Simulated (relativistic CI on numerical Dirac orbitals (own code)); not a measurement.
# Magnetism of Au³⁺, 5d8, in a crystal field

Calculated by Dirac-Coulomb-Breit CI, separate exchange-only KLI orbitals for each configuration, model QED (radiative potential, 1s self-energy scaled to tabulated hydrogen-like ionisation energies), valence Slater integrals scaled by 0.65, one configuration in a parametric crystal field (own radial code).

Field parameters in Wybourne normalisation: Oh B⁴₀ = 21Dq, B⁴₄ = √(5/14) B⁴₀. The field is a parameter set, without covalency.

S is read from ⟨S²⟩ = S(S + 1).

Powder χT (cm³ K mol⁻¹) by Van Vleck's formula, with temperature-independent terms:

```tsv
Field	2 K	5 K	10 K	20 K	50 K	100 K	200 K	300 K
Oh, 10Dq = 7000 cm⁻¹	2.39	2.39	2.39	2.39	2.41	2.42	2.46	2.49
Oh, 10Dq = 12600 cm⁻¹	2.13	2.13	2.13	2.13	2.14	2.15	2.16	2.18
Oh, 10Dq = 18250 cm⁻¹	1.91	1.91	1.91	1.91	1.91	1.92	1.93	1.94
Oh, 10Dq = 23850 cm⁻¹	1.75	1.75	1.75	1.75	1.75	1.76	1.77	1.78
Oh, 10Dq = 29450 cm⁻¹	1.63	1.63	1.63	1.63	1.64	1.64	1.65	1.65
Oh, 10Dq = 35050 cm⁻¹	1.55	1.55	1.55	1.55	1.55	1.55	1.56	1.56
Oh, 10Dq = 40650 cm⁻¹	1.48	1.48	1.48	1.48	1.48	1.48	1.49	1.5
```

For Oh, 10Dq = 35050 cm⁻¹: what effective moment follows at 300 K?

μ_eff = √(8χT) = 3.54 μB. The ground level has S = 0.99; the spin-only moment for S = 1 is 2.83 μB. The difference comes from the orbital moment, spin-orbit mixing of terms and temperature-independent paramagnetism, all larger in this ionic model than in covalent complexes.
